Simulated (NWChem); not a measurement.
System meant: C4H3FO; SMILES Fc1ccco1

Input file for NWChem:

```
start job
memory heap 200 mb stack 900 mb global 1100 mb
geometry units angstroms noautosym nocenter noautoz
  F     -0.028809    -1.972620     0.000000
  C      0.087899    -0.672407     0.000000
  C      1.173889     0.142551     0.000000
  C      0.619702     1.466478     0.000000
  C     -0.732240     1.322066     0.000000
  O     -1.058835     0.000080     0.000000
  H      2.216865    -0.160762     0.000000
  H      1.168471     2.405927     0.000000
  H     -1.566125     2.017487     0.000000
end
basis spherical
  F library def2-svp
  C library def2-svp
  O library def2-svp
  H library def2-svp
end
dft
  xc xtpss03 ctpss03
  iterations 150
end
property
  shielding
end
task dft property
```

End of the output:

```
 Vector   25  Occ=0.000000D+00  E= 6.584086D-02
              MO Center=  6.0D-01,  1.5D+00, -7.3D-11, r^2= 6.9D+00
   Bfn.  Coefficient  Atom+Function         Bfn.  Coefficient  Atom+Function
  ----- ------------  ---------------      ----- ------------  ---------------
    91      1.240334  8 H  s                 96      1.150032  9 H  s
    45     -1.048200  4 C  s                 86      1.042527  7 H  s
    59     -0.762310  5 C  s                 35     -0.486167  3 C  px
    31     -0.422744  3 C  s                 17     -0.403675  2 C  s
    63      0.361269  5 C  px                49     -0.320668  4 C  px

 center of mass
 --------------
 x =  -0.04083756 y =  -0.13346509 z =   0.00000000

 moments of inertia (a.u.)
 ------------------
         485.344861276281          -2.942843125061           0.000000000000
          -2.942843125061         194.195412620366           0.000000000000
           0.000000000000           0.000000000000         679.540273896647

     Multipole analysis of the density
     ---------------------------------

     L   x y z        total         alpha         beta         nuclear
     -   - - -        -----         -----         ----         -------
     0   0 0 0      0.000000    -22.000000    -22.000000     44.000000

     1   1 0 0      0.194941      0.111880      0.111880     -0.028818
     1   0 1 0      0.484472      0.183805      0.183805      0.116861
     1   0 0 1      0.000000      0.000000      0.000000      0.000000

     2   2 0 0    -22.924951    -67.786677    -67.786677    112.648403
     2   1 1 0     -0.898311     -0.627148     -0.627148      0.355985
     2   1 0 1     -0.000000     -0.000000     -0.000000      0.000000
     2   0 2 0    -23.400220   -138.706546   -138.706546    254.012873
     2   0 1 1      0.000000      0.000000      0.000000      0.000000
     2   0 0 2    -25.806566    -12.903283    -12.903283      0.000000

          -----------------------------------------
          Chemical Shielding Tensors (GIAO, in ppm)
          -----------------------------------------

 ------------------------------------------------------------------------
  xtpss03: d2 not coded                    0
 ------------------------------------------------------------------------
 ------------------------------------------------------------------------
  current input line :
    27: task dft property
 ------------------------------------------------------------------------
 ------------------------------------------------------------------------
 This error has not yet been assigned to a category
 ------------------------------------------------------------------------
 For more information see the NWChem manual at https://nwchemgit.github.io

0: xtpss03: d2 not coded:Received an Error in Communication
```

Q: What is wrong, and how is it mended?

A: The run crashed. Cause: this functional's second derivatives, which shieldings need, aren't coded here; the fix takes a hybrid GGA instead. This input runs:
```
start job
memory heap 200 mb stack 900 mb global 1100 mb
geometry units angstroms noautosym nocenter noautoz
  F     -0.028809    -1.972620     0.000000
  C      0.087899    -0.672407     0.000000
  C      1.173889     0.142551     0.000000
  C      0.619702     1.466478     0.000000
  C     -0.732240     1.322066     0.000000
  O     -1.058835     0.000080     0.000000
  H      2.216865    -0.160762     0.000000
  H      1.168471     2.405927     0.000000
  H     -1.566125     2.017487     0.000000
end
basis spherical
  F library def2-svp
  C library def2-svp
  O library def2-svp
  H library def2-svp
end
dft
  xc pbe0
  iterations 150
end
property
  shielding
end
task dft property
```
It converges to -328.66104 Ha (PBE0/def2-SVP, GIAO).
